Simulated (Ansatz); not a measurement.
**One arrangement of a pair**

The pair of Cu⁺ (SMILES [Cu+], atom 1) and H2S (SMILES S, atoms 2–4), both closed shells, in one local arrangement (a lower one may exist), relaxed at PBE0-D4/def2-TZVP:

| atom | x (Å) | y (Å) | z (Å) |
| --- | --- | --- | --- |
| Cu1 | -0.8310 | -0.3047 | -1.5897 |
| S2 | 0.2987 | -0.4760 | 0.3133 |
| H3 | 1.0996 | 0.6002 | 0.1622 |
| H4 | -0.5674 | 0.1805 | 1.1141 |

Computed with Ansatz 0.2.0 (basis: def2-TZVPPD, with def2-QZVPPD for the basis limit); correlated methods freeze the cores. The 3s and 3p shells of Cu and Zn are frozen; filled d shells are correlated. B3LYP uses VWN-RPA correlation. Extrapolation: Hartree–Fock as exp(−7.88 √X), correlation as X^−2.97. Interaction energies count from these two fragments, frozen as in the pair, with the counterpoise correction; negative means bound.

**Question.** What is the interaction energy by CCSD(T) at an estimated basis limit (MP2 extrapolated from triple and quadruple zeta, plus CCSD(T) − MP2 in triple zeta)? (An estimate is asked for; the value comes from the calculation.)

**Answer.** Computed: -179.0 kJ/mol. Hartree–Fock alone gives -103.4 kJ/mol at the basis limit. It counts from the two fragments frozen as in the pair.

The same quantity by other methods in triple zeta, and each one's difference from that estimate:
| method | E_int (kJ/mol) | difference |
| --- | --- | --- |
| PBE-D4 | -231.3 | -52.3 |
| revPBE-D4 | -214.8 | -35.8 |
| BLYP-D4 | -224.3 | -45.3 |
| r2SCAN-D4 | -226.1 | -47.0 |
| B97M-V | -215.7 | -36.7 |
| PBE0-D4 | -199.5 | -20.5 |
| B3LYP-D4 | -201.5 | -22.5 |
| HSE06-D4 | -199.1 | -20.1 |
| wB97X-V | -186.9 | -7.9 |
| wB97M-V | -185.5 | -6.5 |
| B2PLYP | -186.3 | -7.3 |
| HF | -102.7 | 76.3 |
| MP2 | -171.6 | 7.4 |
| CCSD | -149.9 | 29.1 |
| CCSD(T) | -159.5 | 19.5 |
Differences are method less estimate.

**Question.** Which atoms make the shortest contact between the fragments?

**Answer.** Cu1 and S2, 2.22 Å apart.

Basis-set superposition shift (counterpoise-corrected less uncorrected): CCSD(T) 6.5; MP2 6.0; HF 1.4; PBE0-D4 1.5; wB97M-V 1.5 kJ/mol.

The T1 diagnostic stays at or below 0.021.

For scale, one of the runs: CCSD(T)/def2-TZVPPD, 152 basis functions, launched by `ansatz run in.yaml --threads 2 --pin off --events-out ev --progress --plain --max-ram 5222MiB`. Hardware: 2 CPU threads of an Arm Neoverse V2, shared host. Wall time 7.5 s; peak host memory 0.67 GiB.
